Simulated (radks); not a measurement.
Valence configurations of Cr+ (all share [Ar]). Method: scalar-relativistic Kohn-Sham, LDA (Slater exchange, Perdew-Wang correlation), spin-unpolarised, spherical densities, finite nucleus; Fermi nuclear charge, rms radius 3.6452 fm; computed with a radial shooting solver on a logarithmic mesh with Libxc functionals. Energies are relative to 3d5; eigenvalues in eV.

| valence | E (eV) | e(3d) | e(4p) | e(4s) |
|---|---|---|---|---|
| 3d5 | 0.000 | -10.161 | - | - |
| 3d4.5 4s0.5 | 0.254 | -11.993 | - | -10.918 |
| 3d4 4s1 | 1.119 | -14.101 | - | -11.677 |
| 3d4.5 4p0.5 | 2.382 | -12.614 | -7.064 | - |
| 3d4 4s0.5 4p0.5 | 3.357 | -14.727 | -7.579 | -12.073 |
| 3d3 4s2 | 5.186 | -19.130 | - | -13.259 |
| 3d4 4p1 | 5.615 | -15.338 | -7.903 | - |
| 3d3 4s1 4p1 | 10.175 | -20.354 | -8.933 | -13.974 |
| 3d3 4s0.5 4p1.5 | 12.709 | -20.944 | -9.214 | -14.309 |

NIST lists [Ar] 3d5 as the ground configuration; this level of theory agrees among the configurations tried. The energies are those of spherical spin-averaged densities, not of single terms.
